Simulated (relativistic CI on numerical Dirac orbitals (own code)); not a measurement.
# Co+ in a cubic cluster: L2,3 absorption with charge transfer

Computed with a charge-transfer multiplet model of a cubic metal-ligand cluster with up to 2 ligand holes, Slater and spin-orbit integrals from Dirac-Coulomb-Breit ions, Slater integrals scaled by 0.8. The ground state mixes d8 with configurations of k ligand holes L, whose averages lie at kΔ + k(k − 1)U_dd/2; a core hole lowers each added d electron by U_cd. 300 K, Lorentzian 0.4 eV and Gaussian 0.3 eV FWHM.

Atomic integrals in eV (Slater integrals scaled, ζ unscaled), ground: F2dd 8.285, F4dd 5.103, zeta_d 0.056; with the core hole: F2dd 8.285, F4dd 5.103, zeta_d 0.075, zeta_core 9.677, F2cd 5.321, G1cd 3.943, G3cd 2.240.

Cluster parameters (eV): U_dd = 7.8, U_cd = 9.3, 10Dq = 0.85, 10Dq(ligand) = 1.1, V(eg) = 2, V(t2g) = -0.91, final-state hopping factor = 1.

```
      Case   n_d    d8   d9L  d10L2     S
Δ = 1.5 eV  8.37  0.64  0.34   0.01  1.00
Δ = 2.5 eV  8.29  0.72  0.27   0.01  1.00
Δ = 3.5 eV  8.23  0.78  0.21   0.01  1.00
Δ = 4.5 eV  8.18  0.83  0.17   0.00  1.00
Δ = 6.5 eV  8.11  0.89  0.11   0.00  1.00
```

Weights, n_d and S are thermal averages at 300 K. Photon energies count from the first peak over 30 % of the highest in each spectrum, which can be another peak from case to case. The parameters are a model scan and need not match a compound or its usual spin state. Peaks in eV (height, largest 100):
- Δ = 1.5 eV: 0.0 (100), 4.2 (7), 5.0 (7), 14.7 (29), 15.0 (27)
- Δ = 2.5 eV: 0.0 (100), 0.9 (20), 4.4 (6), 4.9 (6), 14.6 (27), 15.2 (25)
- Δ = 3.5 eV: 0.0 (100), 1.2 (19), 14.6 (26), 15.3 (24)
- Δ = 4.5 eV: 0.0 (100), 1.3 (20), 14.6 (26), 15.4 (25)
- Δ = 6.5 eV: 0.0 (100), 1.5 (24), 14.6 (25), 15.5 (25)

For the case Δ = 4.5 eV, Δ = 4.5 eV is smaller than U_dd = 7.8 eV, the charge-transfer side of the Zaanen-Sawatzky-Allen scheme. With the core hole the configuration with one ligand hole lies at Δ + U_dd − U_cd = 0.0, 1.0, 2.0, 3.0, 5.0 eV from the one without, in the order of the table; where this is negative the screened configuration lies lower, though the effective hopping of about 2.7 eV (from the holes of the mixed ground state) mixes the two strongly wherever it is as large as the gap.
